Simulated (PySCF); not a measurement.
C₂H₇FOSi. Atoms are numbered in the order given.

```xyz
12

Si     1.1750     0.3367     0.5136
F      2.0109     0.4070    -0.8803
O     -0.4449     0.3370     0.2183
C     -1.1909    -0.7256    -0.3626
C     -2.6575    -0.5627    -0.0142
H      1.5871    -0.9259     1.1827
H      1.4691     1.5552     1.2965
H     -0.8150    -1.7014     0.0024
H     -1.0505    -0.7130    -1.4586
H     -3.0324     0.4060    -0.3785
H     -3.2556    -1.3654    -0.4739
H     -2.8021    -0.5980     1.0767
```
Charge 0, spin multiplicity 1.

Geometry: B3LYP-D3(BJ)/def2-SVP. Other conformers were not sampled.

These are PBE0/pcSseg-1 run with PySCF values and carry that method's errors.

GIAO shieldings, no solvent; atoms listed in one row are averaged. δ = σ(ref) − σ: ²⁹Si against TMS (σ = 352.7 ppm); ¹⁹F against CFCl3 (σ = 167.2 ppm); ¹⁷O against H2O (σ = 334.2 ppm); ¹³C against TMS (σ = 186.3 ppm); ¹H against TMS (σ = 31.56 ppm), references at their B3LYP-D3(BJ)/def2-TZVP geometries, non-relativistic.

| nucleus | atoms | count | δ (ppm) |
|---|---|---|---|
| ²⁹Si | Si1 | 1 | -20.2 |
| ¹⁹F | F2 | 1 | -170.2 |
| ¹⁷O | O3 | 1 | 81.6 |
| ¹³C | C4 | 1 | 66.6 |
| ¹³C | C5 | 1 | 22.1 |
| ¹H | H6 | 1 | 5.15 |
| ¹H | H7 | 1 | 5.00 |
| ¹H | H9 | 1 | 4.41 |
| ¹H | H8 | 1 | 4.06 |
| ¹H | H10, H11, H12 | 3 | 1.64 |
